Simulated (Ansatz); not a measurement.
H2F2SSi (SMILES F[SiH](F)S), singlet, at a GFN2-xTB geometry; SC-NEVPT2/6-31G, CASSCF(4,4) in Ansatz (a first-principles code).

Input for Ansatz:
Ansatz 0.2 input:
```yaml
crystal:
  periodic: [false, false, false]
  atoms:
    - {symbol: Si, position_ang: [-0.43294657, 0.19464555, 0.35920645]}
    - {symbol: F, position_ang: [-1.56097505, -0.68912823, -0.32481742]}
    - {symbol: F, position_ang: [-0.49406170, 1.57197833, -0.44174029]}
    - {symbol: S, position_ang: [1.45055031, -0.72034231, 0.01238124]}
    - {symbol: H, position_ang: [-0.78645530, 0.43973871, 1.72912091]}
    - {symbol: H, position_ang: [2.13423290, 0.41504970, -0.05709177]}
basis:
  gaussian:
    orbitals: 6-31G
magnetization: {spin_polarized: false}
correlation: {method: sc_nevpt2, electrons: all, active_space: {window: {electrons: 4, orbitals: 4}}}
```

It wrote (shortened):

```
Functional definition: HF
494 factors; integrals over basis functions are off by at most 2.8e-4 eV
mean field evaluation 1: about -24119.0885 eV, gradient 3.3e1 eV
mean field evaluation 2: about -24119.0956 eV, gradient 3.3e1 eV
mean field evaluation 4: about -24121.5155 eV, gradient 1.7e0 eV
mean field evaluation 8: about -24121.5312 eV, gradient 1.3e-1 eV
mean field -24121.53128807 eV, -886.4499246753 hartree, gradient 3.1e-6 eV, S^2 0.000000; 0 other end points of the search recorded, 0 dependent functions left out
reference -24121.53128807 eV, -886.4499246753 hartree; 25, 25 occupied and 23, 23 virtual orbitals, 494 factors
state -24122.40674886 eV, -886.4820972662 hartree
state -24122.40674886 eV, -886.4820972662 hartree; corrected -24131.31703285 eV, -886.8095441629 hartree
state -24122.32641119 eV, -886.4791449112 hartree
state -24122.32641119 eV, -886.4791449112 hartree; corrected -24131.31427563 eV, -886.8094428371 hartree
state -24122.40674886 eV, -886.4820972662 hartree; corrected -24131.31703285 eV, -886.8095441629 hartree
state -24122.06475403 eV, -886.4695291877 hartree
state -24122.06475403 eV, -886.4695291877 hartree; corrected -24131.20496788 eV, -886.8054258516 hartree
state -24122.40674886 eV, -886.4820972662 hartree; corrected -24131.31703285 eV, -886.8095441629 hartree
2 active orbitals were swapped for others, from the solution at -24122.32635792 eV, -886.4791429536 hartree to that at -24122.40672541 eV, -886.4820964041 hartree; typed "places" are swapped only where nearly empty or full, and so, without "given_window_search", are "orbital_numbers", "shells" and a window whose orbitals a file names under [Active]
Total energy: -24131.31703285 eV, -886.8095441629 hartree
```
